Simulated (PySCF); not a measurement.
Compound: C6H4O2.
Bonds: C1–C2 (aromatic), C2–C3 (aromatic), C3–O4 (aromatic), O4–C5 (aromatic), C5–C6 (aromatic), C6–C7 (aromatic), C7–O8 (aromatic), C1–O8 (aromatic), C3–C7 (aromatic). Hydrogens: H9 on C1; H10 on C2; H11 on C5; H12 on C6.

Definitions: NICS(0) = −σiso at the ring centroid; NICS(1) = −σiso and NICS(1)zz = −σzz at ±1 Å along the ring normal z. Level: GIAO PBE0/pcSseg-1 (PySCF, non-relativistic, gas phase) on the GFN2-xTB geometry, one conformer.

Ring bond lengths (Å), with Mayer bond orders in brackets: C1–C2 1.366 (1.61), C2–C3 1.413 (1.26), C3–C7 1.391 (1.37), C7–O8 1.345 (1.03), O8–C1 1.357 (1.08); C3–O4 1.345 (1.03), O4–C5 1.357 (1.08), C5–C6 1.366 (1.61), C6–C7 1.413 (1.26), C7–C3 1.391 (1.37).

Task: What do the NICS probes read (ppm)?

Result: 
```csv
ring,type,NICS(0),"NICS(1), two faces","NICS(1)zz, two faces",rms pucker (Å),"centre to ring atoms, mean (Å)"
C1–C2–C3–C7–O8,5-membered ring with O; formal bonds all aromatic,-12.1,-9.8 / -9.8,-24.2 / -24.1,0.00,1.17
C3–O4–C5–C6–C7,5-membered ring with O; formal bonds all aromatic,-12.1,-9.8 / -9.8,-24.1 / -24.2,0.00,1.17
```

Task: What can be read from them?

Result: 
- C1–C2–C3–C7–O8: mean NICS(1)zz -24.2 ppm, shielded. The ring is flat and has no four-coordinate atom; by the NICS criterion it is aromatic, though in fused rings the probe also feels the neighbouring ring.
- C3–O4–C5–C6–C7: mean NICS(1)zz -24.2 ppm, shielded. The ring is flat and has no four-coordinate atom; by the NICS criterion it is aromatic, though in fused rings the probe also feels the neighbouring ring.

Task: And the bond-length index? Use HOMA with the parameters of Krygowski (1993).

Result: 
- C1–C2–C3–C7–O8: HOMA 0.48; the largest term is that of O8–C1, α(R − Ropt)² = 1.33.
- C3–O4–C5–C6–C7: HOMA 0.48; the largest term is that of O4–C5, α(R − Ropt)² = 1.33.

Task: What is the mean of the two in-plane components of NICS at the second NICS(1) probe listed for ring C1–C2–C3–C7–O8, 1 Å off the ring?

Result: The isotropic value is a third of the trace: (3 × -9.8 − (-24.1))/2 = -2.7 ppm.

The run took about 40 s of CPU time (one thread, shared machine). This is the whole shielding run at PBE0/pcSseg-1, SCF included.
